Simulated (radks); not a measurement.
Values are calculated unless marked as measured or tabulated.
Problem. The molybdenum ion Mo3+ is in [Kr] 4d(3/2: 3, 5/2: 0). Level of theory: Dirac Kohn-Sham, relativistic LDA (MacDonald-Vosko exchange, VWN5 correlation), spin-unpolarised, spherical densities, finite nucleus; Fermi nuclear charge, rms radius of each element as measured or else 0.836 A^(1/3) + 0.57 fm (a radial shooting solver on a logarithmic mesh with Libxc functionals). Sub-shells are occupied by j as written (lower j first in brackets). One electron is removed from 4d3/2, 4p3/2, 4p1/2, 4s1/2 in turn, with full relaxation. Which removal costs least, and what does each cost?

Solution. 4d3/2 39.846 eV; 4p3/2 77.159 eV; 4p1/2 79.903 eV; 4s1/2 104.67 eV. The 4d3/2 electron leaves first.
